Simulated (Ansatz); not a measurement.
Consider the formal loss of a carbene: `O[C](F)(F)[AlH2]` → `F[C]F` + `[OH][AlH2]`.

Calculated with Ansatz (gas phase, PBE0-D4/def2-TZVP geometries, no zero-point term in ΔE). CCSD(T)/CBS adds triple-zeta CCSD(T) − MP2 to the extrapolated MP2 energy (def2 sets, frozen cores). This one scheme is used for every species. Each species was taken in one conformer, which may not be the lowest.

```
         level  ΔE (kJ/mol)
  MP2/def2-SVP        111.1
CCSD/CBS(def2)         83.4
```

(1) What does CCSD(T)/CBS give? (Estimate.)

Largest T1 diagnostic among the species: 0.017.

Answers

(1) Ansatz gave: +84.2 kJ/mol. The listed levels differ from it by 26.9, -0.8 kJ/mol.

In def2-TZVPP, CCSD(T) changes the Hartree–Fock value by +26.1 kJ/mol (the triples alone add +0.8 kJ/mol) and MP2 by +37.9 kJ/mol. From BLYP to BHLYP (50 % exact exchange), in def2-TZVPP and without D4, ΔE moves by +20.5 kJ/mol. At CCSD(T), def2-SVP lies +15.1 kJ/mol from the extrapolated value and def2-TZVPP −5.5 kJ/mol.
